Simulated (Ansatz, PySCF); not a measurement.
This Ansatz (a program for electronic structure) input computes a B3LYP/def2-TZVPD energy:

Ansatz 0.2 input:
```yaml
crystal:
  periodic: [false, false, false]
  atoms:
    - {symbol: Si, position_ang: [-0.17421370, 0.01730525, 0.07393284]}
    - {symbol: F, position_ang: [-0.09603979, -0.71779577, 1.42822148]}
    - {symbol: F, position_ang: [-0.39291732, 1.53940080, 0.20033015]}
    - {symbol: F, position_ang: [-0.97355835, -0.69396995, -1.04031925]}
    - {symbol: O, position_ang: [1.46070141, -0.12900437, -0.59031091]}
    - {symbol: H, position_ang: [2.27098813, 0.20936210, -0.16421155]}
    - {symbol: H, position_ang: [1.64503139, -0.56831642, -1.44245234]}
basis:
  gaussian:
    orbitals: def2-TZVPD
hamiltonian:
  xc: {name: B3LYP}
total_charge: 1
output: {forces: true}
```

Task: Write an input for the same energy in PySCF and say what it gives.

Result: 
```python
from pyscf import gto, scf, dft

mol = gto.M(
    atom='''
    Si   -0.17421370    0.01730525    0.07393284
    F    -0.09603979   -0.71779577    1.42822148
    F    -0.39291732    1.53940080    0.20033015
    F    -0.97355835   -0.69396995   -1.04031925
    O     1.46070141   -0.12900437   -0.59031091
    H     2.27098813    0.20936210   -0.16421155
    H     1.64503139   -0.56831642   -1.44245234
    ''',
    basis='def2-tzvpd',
    charge=1,
    spin=0,
    verbose=4,
)

mf = dft.RKS(mol, xc='b3lyp').density_fit(auxbasis='def2-universal-jkfit')
mf.grids.level = 3
mf.conv_tol = 1e-9
mf.max_cycle = 100
mf.max_memory = 1500
mf.kernel()
if not mf.converged:
    mf = mf.newton()
    mf.kernel(mf.make_rdm1())
mf.analyze()
```
It gives -665.57649 Eh, and Ansatz -665.57642 Eh, a difference of 0.07 mEh, from the treatment of integrals and grids.

It need not be the lowest isomer of its formula.
